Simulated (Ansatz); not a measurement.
`C=CC(=C)[SiH3]` + H₂ → `C=C[SiH3]` + `C=C` at 298.15 K and 1 bar (hydrogenolysis of a C–C bond).

Calculated with Ansatz (gas phase, PBE0-D4/def2-TZVP geometries, no zero-point term in ΔE). CCSD(T)/CBS adds triple-zeta CCSD(T) − MP2 to the extrapolated MP2 energy (def2 sets, frozen cores). This one scheme is used for every species. Each species was taken in one conformer, which may not be the lowest.

```tsv
species	CCSD(T)/CBS energy (Eh)	H − E (kJ/mol)	S (J/(mol·K))
`C=CC(=C)[SiH3]`	-446.05662	284.2	334.1
H₂	-1.17544	35.1	130.4
`C=C[SiH3]`	-368.76077	190.7	286.4
`C=C`	-78.48111	144.6	218.9
```

H − E and S are ideal-gas, rigid-rotor, harmonic terms from PBE0-D4/def2-TZVP, for one conformer and one mirror image of each species. The MP2-based limit puts H₂ 0.8 mEh under its directly extrapolated value; such offsets cancel only in part. 1 Eh = 2625.50 kJ/mol, R = 8.31446 J/(mol·K).

**Question.** By hand: ΔE, ΔH, ΔS and ΔG.

**Answer.** ΔE = (-368.76077) + (-78.48111) − (-446.05662) − (-1.17544) = -0.00982 Eh = -25.8 kJ/mol. Δ(H − E) = 190.7 + 144.6 − 284.2 − 35.1 = 16.0, so ΔH = -9.8 kJ/mol. ΔS = 286.4 + 218.9 − 334.1 − 130.4 = 40.8 J/(mol·K). ΔG = -9.8 − 298.15 × (40.8)/1000 = -22.0 kJ/mol.

**Question.** By hand: the equilibrium constant, and the temperature at which ΔG would vanish if ΔH and ΔS stayed fixed.

**Answer.** log₁₀ K = −ΔG/(RT ln 10) = 3.9. ΔH and −TΔS have one sign here, so there is no such temperature.

TΔS isn't small against ΔH here. A doubt of 5 kJ/mol in ΔE shifts log₁₀ K by 0.9 here. Other conformers and mirror images would add mixing entropy, several J/(mol·K) or more a flexible species. These are equilibria of isolated gas molecules and say nothing of rates. Largest T1 diagnostic: 0.012 (customary marks: 0.02 for closed shells, 0.045 for open ones).
